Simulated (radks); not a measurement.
Species: the germanium ion Ge11+. Configuration: [Ar] 3d3 (the NIST ground configuration). All-electron calculation, scalar-relativistic Kohn-Sham, PBE, spin-polarised, spherical densities, finite nucleus; open shells are filled with parallel spins first; Fermi nuclear charge, rms radius 4.0742 fm. Program: a radial shooting solver on a logarithmic mesh with Libxc functionals.

Normalised radial functions P(r) = r R(r), r in bohr:

r,2p down
0.002481,0.0067
0.003104,0.0102
0.003883,0.0154
0.004858,0.0232
0.006127,0.0356
0.007665,0.0535
0.009589,0.0802
0.012,0.1194
0.01513,0.1788
0.01893,0.2613
0.02368,0.3767
0.02963,0.5338
0.03736,0.7487
0.04674,1.0096
0.05848,1.3168
0.07316,1.6482
0.09226,1.9720
0.1154,2.2015
0.1444,2.2777
0.1807,2.1476
0.2278,1.7930
0.285,1.3083
0.3566,0.8069
0.4461,0.4062
0.5626,0.1533
0.7039,0.0437
0.8806,0.0085
1.102,0.0010
1.389,0.0001
1.738,0.0000

2p down: eigenvalue -1514.7 eV, 0 radial nodes, <r> = 0.183 bohr, 90 % of the charge inside 0.299 bohr.
